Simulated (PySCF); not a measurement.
Sn(nBu)(OH)3, SMILES CCC[CH2][Sn]([OH])([OH])[OH] (C4H12O3Sn), GFN2-xTB optimised geometry.

```
20

C     -0.30     3.15    -1.80
C     -1.00     2.18    -0.86
C     -0.37     0.78    -0.93
C     -1.09    -0.16     0.00
Sn    -0.22    -2.17     0.00
O     -0.70    -3.25    -1.57
O      1.75    -2.17     0.00
O     -0.70    -3.30     1.54
H     -0.75     4.13    -1.74
H     -0.37     2.80    -2.83
H      0.75     3.24    -1.54
H     -0.94     2.55     0.16
H     -2.06     2.11    -1.13
H     -0.43     0.42    -1.96
H      0.69     0.85    -0.66
H     -1.04     0.17     1.03
H     -2.13    -0.30    -0.28
H      0.05    -3.44    -2.15
H      2.13    -2.55     0.79
H     -1.28    -4.03     1.31
```

Density from PBE0/def2-SVP, def2 effective core potentials past Kr (PySCF) at that geometry. The core electrons that the potentials of Sn replace are not part of the density.

Minimum of the electron density along straight lines between bonded atoms, close to the bond critical point (lines longer than 1.1 times the sum of covalent radii, or with two minima, are not listed):

```tsv
bond	length / Å	ρ at the minimum / e bohr⁻³	∇²ρ there / e bohr⁻⁵	position (fraction from the first atom)
C1–C2	1.524	0.244	-0.56	0.50
C2–C3	1.530	0.243	-0.55	0.50
C3–C4	1.512	0.247	-0.56	0.49
C4–Sn5	2.182	0.098	0.10	0.49
Sn5–O6	1.970	0.109	0.60	0.51
Sn5–O7	1.970	0.109	0.60	0.51
Sn5–O8	1.971	0.109	0.60	0.51
C1–H9	1.087	0.276	-1.01	0.62
C1–H10	1.088	0.276	-1.01	0.62
C1–H11	1.087	0.276	-1.01	0.62
C2–H12	1.092	0.276	-1.00	0.62
C2–H13	1.092	0.276	-1.00	0.62
C3–H14	1.091	0.277	-1.00	0.62
C3–H15	1.091	0.277	-1.01	0.62
C4–H16	1.089	0.276	-1.01	0.63
C4–H17	1.088	0.276	-1.01	0.63
O6–H18	0.957	0.355	-2.36	0.82
O7–H19	0.957	0.355	-2.36	0.82
O8–H20	0.957	0.355	-2.36	0.82
```
